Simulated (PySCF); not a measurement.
## Splitting trees

Geometry:
| atom | x (Å) | y (Å) | z (Å) |
| --- | --- | --- | --- |
| O1 | 2.227 | -0.633 | -0.351 |
| C2 | 1.446 | 0.178 | -0.031 |
| F3 | 1.630 | 1.486 | -0.216 |
| C4 | 0.064 | -0.067 | 0.626 |
| F5 | 0.084 | -1.225 | 1.310 |
| F6 | -0.242 | 0.915 | 1.494 |
| C7 | -1.054 | -0.146 | -0.462 |
| F8 | -2.241 | -0.373 | 0.077 |
| F9 | -0.789 | -1.125 | -1.323 |
| F10 | -1.116 | 0.994 | -1.146 |

[PySCF 2.14.0 with density-fitted response routines: GFN2-xTB geometry; B3LYP/pcJ-1 coupling constants; σ from GIAO-PBE0/pcSseg-1; relativity neglected; no solvent model; one conformer; rapidly exchanging positions averaged]

Referencing at the same level of theory: ¹⁹F against CFCl3; TMS for ¹³C.

Spectrometer: 800 MHz for ¹H. First-order analysis; couplings under 1 Hz (under 4 Hz in carbon signals) are ignored, and nearly equal couplings are merged; the smaller ones broaden or split the lines further.

(1) What pattern does F8/F9/F10 show (¹⁹F)?

(2) What pattern does F3 show (¹⁹F)?

(3) What pattern does C4 show in the ¹³C spectrum?

(4) What pattern does F5/F6 show (¹⁹F)?

Results:

(1) A triplet at δ -94.7: 6.7 Hz to F5/F6 (2 × ¹⁹F, 3 bonds away). Lines in Hz from the centre (relative intensity): +6.7 (1), +0.0 (2), -6.7 (1). The outer lines are 13.4 Hz apart, the sum of the couplings kept, or 0.018 ppm at this field.

(2) A triplet at δ 40.2: 10.6 Hz to F5/F6 (2 × ¹⁹F, 3 bonds away). Lines in Hz from the centre (relative intensity): +10.6 (1), +0.0 (2), -10.6 (1). The outer lines are 21.2 Hz apart, the sum of the couplings kept, or 0.028 ppm at this field.

(3) A triplet of doublets of quartets at δ 114.3: 336.7 Hz to F5/F6 (2 × ¹⁹F, 1 bond away), 80.2 Hz to F3 (1 × ¹⁹F, 2 bonds away), 41.1 Hz to F8/F9/F10 (3 × ¹⁹F, 2 bonds away). Lines in Hz from the centre (relative intensity): +438.4 (1), +397.4 (3), +358.2 (1), +356.2 (3), +317.1 (3), +315.1 (1), +276.1 (3), +234.9 (1), +101.8 (2), +60.6 (6), +21.6 (2), +19.6 (6), -19.6 (6), -21.6 (2), -60.6 (6), -101.8 (2), -234.9 (1), -276.1 (3), -315.1 (1), -317.1 (3), -356.2 (3), -358.2 (1), -397.4 (3), -438.4 (1). The outer lines are 876.9 Hz apart, the sum of the couplings kept, or 4.359 ppm at this field.

(4) A doublet of quartets at δ -140.5: 10.6 Hz to F3 (1 × ¹⁹F, 3 bonds away), 6.7 Hz to F8/F9/F10 (3 × ¹⁹F, 3 bonds away). Lines in Hz from the centre (relative intensity): +15.3 (1), +8.7 (3), +4.8 (1), +1.9 (3), -1.9 (3), -4.8 (1), -8.7 (3), -15.3 (1). The outer lines are 30.7 Hz apart, the sum of the couplings kept, or 0.041 ppm at this field.
